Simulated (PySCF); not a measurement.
# Computed spin Hamiltonian

Species: C₆H₁₁O₂ (doublet state).
Atom-mapped SMILES: `[CH3:1][CH2:2][O:3][C:4](=[O:5])[C:6]([CH3:7])[CH3:8]` (hydrogens: H9, H10, H11 on C1; H12, H13 on C2; H14, H15, H16 on C7; H17, H18, H19 on C8)

Cartesian coordinates in Å at the GFN2-xTB level; atoms count from 1:
```
atom  x, y, z in Å
C1     2.8618    0.2671   -0.6772
C2     2.0587   -0.8992   -0.1154
O3     0.6716   -0.7626   -0.3927
C4    -0.0398    0.0230    0.4635
O5     0.4704    0.5626    1.4347
C6    -1.4253    0.1308    0.1108
C7    -1.9800   -0.5105   -1.1026
C8    -2.3125    0.9319    0.9842
H9     2.6862    0.3631   -1.7462
H10    2.5633    1.1891   -0.1844
H11    3.9208    0.0999   -0.5022
H12    2.2018   -0.9621    0.9691
H13    2.3530   -1.8410   -0.5854
H14   -1.2978   -1.2572   -1.4969
H15   -2.1488    0.2401   -1.8804
H16   -2.9472   -0.9656   -0.8872
H17   -3.0973    0.3043    1.4130
H18   -1.7351    1.3787    1.7893
H19   -2.8136    1.7166    0.4138
```

The hyperfine couplings belong to this conformer and change with its torsions.

Computed with UKS B3LYP, pcH-1 on C H O, non-relativistic, mean-field spin-orbit, GIAO in PySCF. The structure is a single GFN2-xTB conformer in the gas phase; no vibrational or solvent corrections. GFN2-xTB frequencies show an imaginary mode (46i cm⁻¹), so this geometry is no minimum at that level. A GFN2-xTB geometry isn't a minimum of the functional, and hyperfine couplings can be far from their values at a DFT geometry. No stability test was run, so a lower SCF solution isn't excluded.

```
g1, g2, g3        : 2.00212, 2.00380, 2.00495
g_iso             : 2.00362
Form of g         : rhombic: the two nearest values differ by 41 % of g3 − g1
⟨S²⟩              : 0.7562 (exact 0.7500)
α and β electrons : 32, 31
```

Hyperfine couplings atom by atom, in MHz; T1 to T3 are the principal values of the dipolar part; ρ(0) is the spin density at the nucleus:

```
atom  isotope  a_iso     T1     T2     T3  Mulliken spin population  ρ(0) (bohr⁻³)
  C1      13C    5.4   -0.6   -0.5    1.1                      0.00         0.0048
  C2      13C   -1.9   -0.5   -0.1    0.5                      0.00        -0.0017
  O3      17O    0.3  -11.5    5.1    6.4                      0.03        -0.0005
  C4      13C  -39.4   -2.8   -0.9    3.7                     -0.05        -0.0350
  O5      17O  -13.1  -58.3   29.1   29.2                      0.18         0.0216
  C6      13C   69.2  -67.1  -66.8  133.9                      0.81         0.0616
  C7      13C  -27.2   -2.2    1.0    1.2                     -0.06        -0.0242
  C8      13C  -27.6   -2.0    0.8    1.3                     -0.07        -0.0246
  H9       1H   -0.2   -1.0   -0.7    1.7                      0.00         0.0000
 H10       1H   -0.2   -1.4   -1.0    2.4                      0.00        -0.0001
 H11       1H    0.5   -0.7   -0.6    1.3                      0.00         0.0001
 H12       1H    4.1   -1.9   -1.1    3.1                      0.00         0.0009
 H13       1H    0.5   -1.2   -0.9    2.1                      0.00         0.0001
 H14       1H   11.3   -4.0   -3.5    7.5                      0.00         0.0025
 H15       1H  115.1   -4.6   -3.2    7.8                      0.05         0.0258
 H16       1H   59.7   -4.2   -3.2    7.4                      0.03         0.0134
 H17       1H   94.4   -4.4   -3.3    7.7                      0.04         0.0211
 H18       1H    2.5   -4.0   -3.1    7.2                      0.00         0.0006
 H19       1H   87.0   -4.4   -3.0    7.4                      0.04         0.0195
```

Largest spin populations (Mulliken): C6 (+0.81), O5 (+0.18), C8 (-0.07) and C7 (-0.06). The positive populations add up to 1.18 and the negative ones to -0.18, together 2S = 1. The angles at C6 add up to 360.0°, so it is planar.

Axes: g2 points within 3° of the C6–C8 bond.

Under fast tumbling the dipolar parts average out, and these isotropic splittings remain: 6 × 1H (H14 (×6), I = 1/2, 7 lines) with 2.20 mT and 2 × 1H (H12/H13, I = 1/2, 3 lines) with 0.08 mT.

Means are taken over nuclei equivalent by connectivity, which assumes that they swap fast. The six 1H nuclei of mean +61.7 MHz run from 2.5 to 115.1 MHz in the frozen geometry.

The 13C coupling of C6 (69.2 MHz) shows only in satellite lines or after enrichment, since that isotope makes up about 1.07 % of natural carbon.

The 17O coupling of O5 (-13.1 MHz) shows only in satellite lines or after enrichment, since that isotope makes up about 0.038 % of natural oxygen.

Examples of negative spin density at the nucleus (bohr⁻³): C4 (-0.0350), C7/C8 (-0.0244) and C2 (-0.0017).

The run took 76 s of wall time (with the writing of density and orbital grids) on one thread, Arm Neoverse V2 (aarch64), on a shared host, and the process peaked at 0.96 GiB of memory.
